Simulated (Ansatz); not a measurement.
`S[SiH2][SiH2]CCl` + `FBr` → `F[SiH2][SiH2]S` + `ClCBr`  (formal exchange of groups at the Si–C bond)

Computed with Ansatz on PBE0-D4/def2-TZVP structures; ΔE is electronic, products minus reactants. CCSD(T)/CBS adds triple-zeta CCSD(T) − MP2 to the extrapolated MP2 energy (def2 sets, frozen cores). DFT in def2-TZVPP. B3LYP here is the variant with VWN-RPA as its local correlation; programs differ in this. For Br outer-core shells are correlated without core-valence functions, which leaves a few kJ/mol of doubt a bond. Scalar relativity is left out up to krypton. Each species was taken in one conformer, which may not be the lowest.

**Question.** Is it downhill or uphill in electronic energy at CCSD(T)/CBS, and by how much? (Best estimate.)

**Answer.** Ansatz gave: Downhill: ΔE = -74.2 kcal/mol.

**Question.** What do these levels give: PBE0-D4, B3LYP-D4, ωB97X-V, ωB97M-V, B2PLYP, r2SCAN, MP2/def2-TZVPP, CCSD/def2-TZVPP, HF/def2-QZVPP, HF/CBS(def2), MP2/CBS(def2), CCSD/CBS(def2)? (An estimate is asked.)

**Answer.** Computed: PBE0-D4 -71.1, B3LYP-D4 -70.8, ωB97X-V -71.6, ωB97M-V -71.6, B2PLYP -73.8, r2SCAN -73.1, MP2/def2-TZVPP -77.7, CCSD/def2-TZVPP -74.8, HF/def2-QZVPP -79.1, HF/CBS(def2) -79.0, MP2/CBS(def2) -78.2, CCSD/CBS(def2) -75.4 kcal/mol.

Largest T1 diagnostic among the species: 0.012.

The D4 term adds +0.9 kcal/mol with B3LYP and +0.6 kcal/mol with PBE0; it sums over pairs of atoms, weighted by their polarisabilities, and B3LYP, whose exchange is more repulsive, gets the larger term. From PBE to PBE0 (25 % exact exchange), in def2-TZVPP and without D4, ΔE moves by −3.5 kcal/mol.
